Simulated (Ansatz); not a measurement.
Two isomers of ClFH4OSi2: A = `O[Si](F)([SiH3])Cl`, B = `O[SiH](F)[SiH2]Cl`.

Program: Ansatz. Geometries: PBE0-D4/def2-TZVP. ΔE: electronic, gas phase. CBS: MP2 limit from def2 TZ/QZ plus the TZ coupled-cluster correction, frozen cores. Functionals use def2-TZVPP. Each species was taken in one conformer, which may not be the lowest.

(1) Which is lower in electronic energy at CCSD(T)/CBS, and by how much? (Best estimate.)

(2) Give E(B) − E(A) in kcal/mol with B2PLYP, PBE0-D4, CCSD(T)/def2-SVP, MP2/def2-TZVPP, CCSD(T)/def2-TZVPP, BLYP-D4, HF/def2-TZVPP. (Best estimate.)

(3) Does the order hold for the free energy at 298.15 K (harmonic terms from PBE0-D4)? (Best estimate.)

Largest T1 diagnostic: 0.012.

Answers

(1) Ansatz gave: A, by 5.8 kcal/mol.

(2) The calculation gave: B2PLYP 5.9, PBE0-D4 6.1, CCSD(T)/def2-SVP 6.8, MP2/def2-TZVPP 6.1, CCSD(T)/def2-TZVPP 6.2, BLYP-D4 5.8, HF/def2-TZVPP 5.6. None reverses the order clearly.

(3) Ansatz gave: Yes: G(B) − G(A) = +6.4 kcal/mol, for one conformer each. Modes under 60 cm⁻¹, often nearly free rotors, make the harmonic entropy too high.

At CCSD(T), def2-SVP lies +1.0 kcal/mol from the extrapolated value and def2-TZVPP +0.4 kcal/mol. Leaving LDA and LC-ωPBE aside and taking each functional with its dispersion term where it has one, the values, not all of them listed here, spread over 0.9 kcal/mol, from BLYP-D4 to B97M-V. LDA lies +0.9 kcal/mol from PBE without D4.
